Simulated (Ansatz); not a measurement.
Reaction (isomerisation): `[SiH3][SiH2][O][SnH3]` → `O[SiH2][SiH2][SnH3]`

Computed with Ansatz on PBE0-D4/def2-TZVP structures; ΔE is electronic, products minus reactants. CCSD(T)/CBS adds triple-zeta CCSD(T) − MP2 to the extrapolated MP2 energy (def2 sets, frozen cores). DFT in def2-TZVPP. Elements past krypton have def2 core potentials. For Sn outer-core shells are correlated without core-valence functions, which leaves a few kJ/mol of doubt a bond. Each species was taken in one conformer, which may not be the lowest.

`[SiH3][SiH2][O][SnH3]`:

```xyz
12

Si    1.394   -1.919    0.996
Si    0.585   -0.346   -0.539
O    -0.594    0.532    0.168
Sn   -1.769    2.010   -0.377
H     0.311   -2.841    1.434
H     1.956   -1.249    2.200
H     2.473   -2.731    0.366
H     0.079   -1.049   -1.759
H     1.708    0.528   -1.000
H    -2.703    2.317    1.009
H    -0.752    3.309   -0.803
H    -2.688    1.441   -1.694
```

`O[SiH2][SiH2][SnH3]`:

```xyz
12

O    -1.479    1.823    0.311
Si   -1.387    0.808   -0.988
Si    0.725   -0.205   -1.056
Sn    1.164   -1.045    1.329
H    -1.203    1.475    1.161
H    -1.667    1.650   -2.177
H    -2.410   -0.276   -0.917
H     1.793    0.767   -1.418
H     0.777   -1.349   -2.008
H     0.563   -2.624    1.570
H     0.316   -0.018    2.415
H     2.810   -1.006    1.776
```

(1) Is it downhill or uphill in electronic energy at CCSD(T)/CBS, and by how much? (Best estimate.)

(2) What do these levels give: PBE-D4, r2SCAN-D4, PBE0-D4, ωB97X-V, r2SCAN, HF/def2-TZVPP, SCS-MP2/def2-TZVPP, CCSD/def2-TZVPP, CCSD(T)/def2-TZVPP, MP2/def2-QZVPP, SCS-MP2/def2-QZVPP, HF/CBS(def2)? (An estimate is asked.)

Largest T1 diagnostic among the species: 0.014.

Answers

(1) The calculation gave: Nearly level: ΔE = +0.1 kcal/mol.

(2) The calculation gave: PBE-D4 -4.0, r2SCAN-D4 -1.1, PBE0-D4 -3.6, ωB97X-V 0.9, r2SCAN -1.1, HF/def2-TZVPP 5.9, SCS-MP2/def2-TZVPP 2.6, CCSD/def2-TZVPP 1.0, CCSD(T)/def2-TZVPP 0.5, MP2/def2-QZVPP 0.2, SCS-MP2/def2-QZVPP 2.6, HF/CBS(def2) 6.7 kcal/mol.

In def2-TZVPP, CCSD(T) changes the Hartree–Fock value by −5.4 kcal/mol (the triples alone add −0.5 kcal/mol) and MP2 by −5.6 kcal/mol.
